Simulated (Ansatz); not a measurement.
Cyclic bis(sulfonyl)imide (C₃S₂NO₄F₆⁻), 16 atoms. Hardware: 6 threads of Intel Xeon 6975P-C on a shared host.

Problem. How many basis functions does each of these Ansatz runs have, and roughly what does it cost? HF/STO-3G, charge -1 singlet, energy; PBE0-D4/def2-SVP, charge 0 doublet at the geometry of the charge -1 singlet, energy; B3LYP-D4/6-31G, charge -1 singlet, energy; HF/6-31G, charge -1 singlet, energy; PBE-D4/def2-SVP, charge 0 doublet at the geometry of the charge -1 singlet, energy, from earlier orbitals; PBE-D4/def2-SVP, charge -1 singlet, energy, from earlier orbitals; PBE0-D4/def2-SVP, charge -1 singlet, energy and forces, from earlier orbitals; PBE-D4/def2-SVP, charge 0 doublet, energy, from earlier orbitals; PBE0-D4/def2-SVP, charge 0 doublet, energy, from earlier orbitals; r2SCAN-D4/def2-SVP, charge -1 singlet, relaxation, 7 steps; PBE-D4/def2-SVPD, charge -1 singlet, energy, from earlier orbitals; PBE0-D4/def2-SVPD, charge -1 singlet, energy, from earlier orbitals.

Solution. Other jobs shared the machine, so times can vary by a factor of up to 3. A dash marks memory too small to be measured apart from the calling script's.

| run | functions | fitting or Cholesky vectors | wall time | peak host memory (GiB) |
| --- | --- | --- | --- | --- |
| HF/STO-3G, charge -1 singlet, energy | 88 | 1254 | 0.55 s | – |
| HF/6-31G, charge -1 singlet, energy | 152 | 1556 | 0.95 s | 0.58 |
| PBE-D4/def2-SVP, charge -1 singlet, energy, from earlier orbitals | 232 | 2516 | 1.8 s | – |
| B3LYP-D4/6-31G, charge -1 singlet, energy | 152 | 1556 | 1.9 s | 0.63 |
| PBE-D4/def2-SVP, charge 0 doublet, energy, from earlier orbitals | 232 | 2516 | 3 s | 0.57 |
| PBE0-D4/def2-SVP, charge -1 singlet, energy and forces, from earlier orbitals | 232 | 2172 | 3.8 s | 0.92 |
| PBE-D4/def2-SVPD, charge -1 singlet, energy, from earlier orbitals | 364 | 3072 | 4.2 s | 1.1 |
| PBE0-D4/def2-SVP, charge 0 doublet, energy, from earlier orbitals | 232 | 2178 | 6 s | 1.3 |
| PBE-D4/def2-SVP, charge 0 doublet at the geometry of the charge -1 singlet, energy, from earlier orbitals | 232 | 2516 | 6 s | 0.61 |
| PBE0-D4/def2-SVP, charge 0 doublet at the geometry of the charge -1 singlet, energy | 232 | 2172 | 10 s | 1.5 |
| PBE0-D4/def2-SVPD, charge -1 singlet, energy, from earlier orbitals | 364 | 3082 | 11 s | 2.5 |
| r2SCAN-D4/def2-SVP, charge -1 singlet, relaxation, 7 steps | 232 | 2516 | 19 s | – |
